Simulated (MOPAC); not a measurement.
Input for MOPAC: PM7 on HF (SMILES F).

```
PM7 1SCF PRECISE CHARGE=0 THREADS=1
HF

F      0.07895835 1     1.03358709 1     3.15011595 1
H     -0.31806731 1     0.88955624 1     2.29185379 1
```

The log:

```
*******************************************************************************
 **                                                                           **
 **                              MOPAC v23.2.5                                **
 **                                                                           **
 *******************************************************************************
 ** MOPAC's Digital Object Identifier: https://doi.org/10.5281/zenodo.6511958 **
 **                                                                           **
 ** Please cite the open-source release paper for use of this MOPAC version:  **
 ** J. E. Moussa and J. J. P. Stewart (2026)                                  **
 ** MOPAC: An open-source semiempirical molecular orbital program             **
 ** J. Open Source Softw., 11(119), 8025, https://doi.org/10.21105/joss.08025 **
 *******************************************************************************

                              PM7 CALCULATION RESULTS

 *******************************************************************************
 *  PM7        - The PM7 Hamiltonian to be used
 *
 *
 *
 *                 CHARGE ON SYSTEM = 0
 *
 *
 *
 *  PRECISE    - TIGHTER CRITERIA TO BE USED
 *  1SCF       - DO 1 SCF AND THEN STOP
 *  THREADS=1  - MULTI-THREADING NOT USED
 *  T=         - A TIME OF 172800.0 SECONDS REQUESTED
 *  DUMP=N     - RESTART FILE WRITTEN EVERY 7200.0 SECONDS REQUESTED
 *******************************************************************************
PM7 1SCF PRECISE CHARGE=0 THREADS=1
 HF

   ATOM   CHEMICAL          X               Y               Z
  NUMBER   SYMBOL      (ANGSTROMS)     (ANGSTROMS)     (ANGSTROMS)

     1       F          0.07895835  *   1.03358709  *   3.15011595  *
     2       H         -0.31806731  *   0.88955624  *   2.29185379  *



          CARTESIAN COORDINATES

    NO.       ATOM           X           Y           Z

     1         F          0.0790      1.0336      3.1501
     2         H         -0.3181      0.8896      2.2919

 General Reference for PM7:
 "Optimization of Parameters for Semiempirical Methods VI: More Modifications to the
 NDDO Approximations and Re-optimization of Parameters", J. J. P. Stewart, J. Mol. Mod., 1:32, 19 (2013)
 https://link.springer.com/article/10.1007/s00894-012-1667-x

           Empirical Formula: H F  =     2 atoms



      MOLECULAR POINT GROUP   :   C*v


      RHF CALCULATION, NO. OF DOUBLY OCCUPIED LEVELS = 4


 -------------------------------------------------------------------------------
 PM7 1SCF PRECISE CHARGE=0 THREADS=1
 HF



     1SCF WAS SPECIFIED, SO BFGS WAS NOT USED
     SCF FIELD WAS ACHIEVED


                              PM7 CALCULATION
                                                       MOPAC v23.2.5 Linux




          FINAL HEAT OF FORMATION =        -59.80886 KCAL/MOL =    -250.24026 KJ/MOL


          COSMO AREA              =         39.79 SQUARE ANGSTROMS
          COSMO VOLUME            =         23.46 CUBIC ANGSTROMS

          IONIZATION POTENTIAL    =         15.656233 EV
          HOMO LUMO ENERGIES (EV) =        -15.656  4.124
          NO. OF FILLED LEVELS    =          4
          MOLECULAR WEIGHT        =         20.0063         POINT GROUP:  C*v

          MOLECULAR DIMENSIONS (Angstroms)

            Atom       Atom       Distance
            H     2    F     1     0.95655
            H     2    F     1     0.00000
            F     1    H     2     0.00000


          SCF CALCULATIONS        =          1





   ATOM   CHEMICAL          X               Y               Z
  NUMBER   SYMBOL      (ANGSTROMS)     (ANGSTROMS)     (ANGSTROMS)

     1       F          0.07895835  *   1.03358709  *   3.15011595  *
     2       H         -0.31806731  *   0.88955624  *   2.29185379  *

                             CARTESIAN COORDINATES

   1    F        0.078958350     1.033587090     3.150115950
   2    H       -0.318067310     0.889556240     2.291853790


           Empirical Formula: H F  =     2 atoms



      MOLECULAR POINT GROUP   :   C*v


                  EIGENVALUES
 -40.12253 -17.09378 -15.65623 -15.65623   4.12431


              NET ATOMIC CHARGES AND DIPOLE CONTRIBUTIONS

  ATOM NO.   TYPE          CHARGE      No. of ELECS.   s-Pop       p-Pop
    1          F          -0.298749        7.2987     1.96375     5.33500
    2          H           0.298749        0.7013     0.70125
 DIPOLE           X         Y         Z       TOTAL
 POINT-CHG.    -0.570    -0.207    -1.232     1.373
 HYBRID        -0.076    -0.028    -0.164     0.183
 SUM           -0.646    -0.234    -1.396     1.556


          ATOMIC ORBITAL ELECTRON POPULATIONS

     Atom    s        px        py        pz
    1  F   1.96375   1.88544   1.98492   1.46464
    2  H   0.70125

 **********************
 *                    *
 * JOB ENDED NORMALLY *
 *                    *
 **********************




 == MOPAC DONE ==
```

The run finished.

Cost: roughly 0.020 core-seconds.
